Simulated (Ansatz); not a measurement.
A run for Ansatz (a quantum-chemistry and plane-wave program): R-CCSD(T)/cc-pVTZ on C3H6O (SMILES C=CCO).

Ansatz 0.2 input:
```yaml
crystal:
  periodic: [false, false, false]
  atoms:
    - {symbol: C, position_ang: [1.47516083, -0.51366884, -0.57208149]}
    - {symbol: C, position_ang: [0.21001656, -0.56777513, -0.17977954]}
    - {symbol: C, position_ang: [-0.56295426, 0.59647587, 0.35840491]}
    - {symbol: O, position_ang: [-1.70945033, 0.91450727, -0.43300717]}
    - {symbol: H, position_ang: [2.03912629, 0.41141661, -0.52974798]}
    - {symbol: H, position_ang: [1.99556013, -1.38610710, -0.94592811]}
    - {symbol: H, position_ang: [-0.32943303, -1.51119808, -0.23632157]}
    - {symbol: H, position_ang: [-0.86282049, 0.40011268, 1.39654470]}
    - {symbol: H, position_ang: [0.05629867, 1.49365206, 0.35697382]}
    - {symbol: H, position_ang: [-2.31150437, 0.16258467, -0.42062457]}
basis:
  gaussian:
    orbitals: cc-pVTZ
magnetization: {spin_polarized: false}
correlation: {method: ccsd_t, electrons: outside_noble_gas}
scf: {lower_state_search: off}
```

The head of its log:

```
WARN ansatz: RAYON_NUM_THREADS=2 ignored (pool sized by the plan → 2); use --threads N
Functional definition: HF
these checks for a lower state are left out or cut short: stability, starts, cluster_reference, orbital_swaps, neighbouring_geometries, increment
integrals: 0.87 GiB planned
1168 factors; integrals over basis functions are off by at most 9.8e-4 eV
mean field: 0.55 GiB planned
mean field evaluation 1: about -5221.4428 eV, gradient 3.6e1 eV
mean field evaluation 2: about -5221.4460 eV, gradient 3.6e1 eV
mean field evaluation 4: about -5224.4139 eV, gradient 4.0e0 eV
mean field evaluation 8: about -5224.4577 eV, gradient 1.2e-4 eV
mean field -5224.45772694 eV, -191.9952802005 hartree, gradient 1.8e-6 eV, S^2 0.000000; 0 other end points of the search recorded, 0 dependent functions left out
4 core orbitals not correlated
reference -5224.45772694 eV, -191.9952802005 hartree; 12, 12 occupied and 188, 188 virtual orbitals, 1168 factors
```

Task: Predict the final total energy.

Result: -192.8000 hartree (reference determinant -191.9953, T1 diagnostic 0.010).
